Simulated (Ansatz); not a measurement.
Coupled-cluster diagnostics for Si(eta1-allyl)Me3 (C₆H₁₄Si), Ansatz.

Geometry of the singlet (PBE-D4/def2-SVP):

```xyz
21

Si   -0.256   -0.579   -0.370
C     1.369    0.332    0.092
C     1.122    1.747    0.512
C     1.076    2.204    1.779
H     2.039    0.288   -0.794
H     1.856   -0.250    0.905
H     0.913    2.462   -0.306
H     1.275    1.541    2.638
H     0.846    3.257    2.002
C     0.183   -2.299   -1.032
H     0.813   -2.230   -1.942
H    -0.731   -2.870   -1.296
H     0.742   -2.889   -0.276
C    -1.174    0.410   -1.699
H    -2.110   -0.105   -2.000
H    -0.553    0.539   -2.609
H    -1.449    1.418   -1.327
C    -1.323   -0.723    1.185
H    -1.497    0.278    1.630
H    -0.829   -1.355    1.952
H    -2.310   -1.176    0.957
```

Correlated methods freeze 11 core orbitals.

Problem. Estimate the CCSD(T) correlation energy, the shares of MP2 and (T), T1 and the reference's ⟨S²⟩ for: charge 0, singlet, own geometry in def2-SVP; and the rough time on 2 threads of AMD EPYC 7R13 on a shared host and a share (18 GiB) of an NVIDIA H100 80GB HBM3.

Solution. 
| state | basis | correlation (eV) | MP2 share (%) | (T) share (%) | T1 | ⟨S²⟩ (pure) | wall time | remarks |
| --- | --- | --- | --- | --- | --- | --- | --- | --- |
| charge 0, singlet, own geometry | def2-SVP | -29.377 | 88.2 | 3.2 | 0.009 | 0.00 (0.00) | 2.8 s | restricted SCF unstable |
Customary marks for T1 are 0.02 (closed shells), 0.045 (open shells) and about 0.05 (3d metals). T1 stays under 0.02 throughout.
